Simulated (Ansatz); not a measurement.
System: CH3BF, charge 0, doublet. CH3BF (SMILES F[B]C, doublet).
B3LYP-D3(BJ)/def2-TZVP minimum from Ansatz (an electronic-structure program):
```
C
H 1 1.0889
H 1 1.0950 2 109.89
H 1 1.0974 2 107.07 3 116.55
B 1 1.5578 2 113.05 4 117.92
F 5 1.3151 1 123.07 2 154.99
```
Charge 0, spin multiplicity 2.

Total energies in aug-cc-pVDZ, 17 correlated electrons, 3 frozen orbitals. UHF or UKS for unpaired electrons; spin-orbit terms are left out. Cores are frozen in correlated methods. No relativity.

```tsv
method	program	energy (Eh)	minus CCSDT(Q) (mEh)
HF	Ansatz	-163.75329	453.73
MP2	Ansatz	-164.16757	39.44
CCSD	Ansatz	-164.19331	13.71
CCSD(T)	Ansatz	-164.20545	1.57
CCSDT(Q)	Ansatz	-164.20702	0.00
```

Rough core times of Ansatz's runs on a shared machine: CCSD(T) 30 s, CCSDT(Q) 2 h.
